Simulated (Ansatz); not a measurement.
Reactions of `C=CBB(C)S`.

Computed with Ansatz on PBE0-D4/def2-TZVP structures; ΔE is electronic, products minus reactants. CCSD(T)/CBS adds triple-zeta CCSD(T) − MP2 to the extrapolated MP2 energy (def2 sets, frozen cores). This one scheme is used for every species, atoms too. For atomizations the MP2-based limit and the directly extrapolated one differ by several kJ/mol either way, and by 10 to 25 for some Ge, Se and Sn compounds, so smaller differences from it don't rank the levels. DFT in def2-TZVPP. No spin–orbit coupling; open shells (•) take unrestricted orbitals. Spin–orbit coupling would lower the free atoms: a little for B, C, S. def2 core potentials past Kr. For Br, I, Se outer-core shells are correlated without core-valence functions, so the limit isn't a true one: a few kJ/mol of doubt a bond, and 10 to 20 or more in all where bonds break to atoms. Scalar relativity is left out up to krypton. Each species was taken in one conformer, which may not be the lowest.

| reaction | PBE-D4 (eV) | B2PLYP (eV) | HF/CBS(def2) (eV) | CCSD(T)/CBS(def2) (eV) |
| --- | --- | --- | --- | --- |
| `C=CBB(C)S` + HBr → `C=CBBr` + `CBS` | -1.05 | -1.16 | -1.21 | -1.12 |
| `C=CBB(C)S` + HCl → `C=CBCl` + `CBS` | -1.14 | -1.26 | -1.33 | -1.18 |
| `C=CBB(C)S` + HI → `C=CBI` + `CBS` | -0.92 | -1.01 | -1.02 | -1.00 |
| `C=CBB(C)S` + CH₃OH → `COB(C)S` + `BC=C` | -1.30 | -1.48 | -1.58 | -1.44 |
| `C=CBB(C)S` + H₂ → `BC=C` + `CBS` | -0.19 | -0.40 | -0.67 | -0.32 |
| `C=CBB(C)S` + H₂O → `CB(O)S` + `BC=C` | -1.23 | -1.42 | -1.59 | -1.31 |
| `C=CBB(C)S` → 2 B• + 3 C• + 8 H• + S• | 57.96 | 56.19 | 43.36 | 56.37 |
| `C=CBB(C)S` + silanol → `CB(S)O[SiH3]` + `BC=C` | -1.21 | -1.39 | -1.57 | -1.35 |
| `C=CBB(C)S` + HBr → `CB(S)Br` + `BC=C` | -0.83 | -0.95 | -1.00 | -0.94 |
| `C=CBB(C)S` + H₂Se → `C=CB[SeH]` + `CBS` | -1.06 | -1.11 | -1.05 | -1.09 |

Largest T1 diagnostic: 0.014, for B•.
